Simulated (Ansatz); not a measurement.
Start from `OCB(F)O[SiH3]` and change one atom or group to get `FB(F)O[SiH3]`.

Ansatz, PBE0-D4/def2-TZVP geometries, multiplicity 1. Each molecule was computed in one conformer, which needn't be the lowest.

```
                             property  `OCB(F)O[SiH3]`
   HOMO energy (PBE0/def2-TZVPP) / eV            -8.38
  HOMO–LUMO gap (PBE/def2-TZVPP) / eV             6.06
  HOMO energy (B3LYP/def2-TZVPP) / eV            -8.14
    HOMO energy (PBE/def2-TZVPP) / eV            -6.67
   LUMO energy (PBE0/def2-TZVPP) / eV             0.24
HOMO energy (ωB97M-V/def2-TZVPP) / eV           -10.83
```

(1) What does the change do to each property? (Estimate.)

Answers

(1) The calculation gave: 
```
                             property  `FB(F)O[SiH3]`  shift
   HOMO energy (PBE0/def2-TZVPP) / eV           -9.67  -1.29
  HOMO–LUMO gap (PBE/def2-TZVPP) / eV            7.14   1.08
  HOMO energy (B3LYP/def2-TZVPP) / eV           -9.47  -1.33
    HOMO energy (PBE/def2-TZVPP) / eV           -8.22  -1.55
   LUMO energy (PBE0/def2-TZVPP) / eV           -0.23  -0.47
HOMO energy (ωB97M-V/def2-TZVPP) / eV          -11.95  -1.12
```

With PBE0 the HOMO falls by 1.29 eV and the LUMO falls by 0.47 eV, so the gap widens by about 0.82 eV. PBE moves the HOMO by -1.55 eV and ωB97M-V by -1.12 eV.

B3LYP here is the variant with VWN-RPA as its local correlation; programs differ in this.
